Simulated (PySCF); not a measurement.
## Low-lying terms of Zr⁴⁺ (zirconium, charge +4)

Ground state [Kr], ¹S. All numbers are calculated (PySCF 2.14, a scalar-relativistic core potential, in aug-cc-pVDZ-PP with two added diffuse shells each of s, p, d, f type with ECP28MDF (7s7p6d4f, 86 functions)). Vertical excitation energies in eV without spin-orbit coupling; excited terms of each kind are numbered among those the solver found. Frozen: nothing.

```csv
term,leading excitation,EOM-EE-CCSD
1 3P°,4p → d,30.687
1 3F°,4p → d,32.020
1 1D°,4p → d,33.878
1 3D°,4p → d,33.968
1 1F°,4p → d,34.149
1 1P°,4p → s,41.643
1 3S,4p → p,46.483
1 3D,4p → p,47.511
1 1D,4p → p,47.820
1 1P,4p → p,48.109
1 3P,4p → p,48.171
1 1S,4p → p,49.312
1 3G,4p → f,58.451
1 1G,4p → f,58.583
```

The spin-orbit splitting of the hole, absent here, rivals or exceeds the spacing of these terms, so the LS terms are model states.

The solver can miss terms.
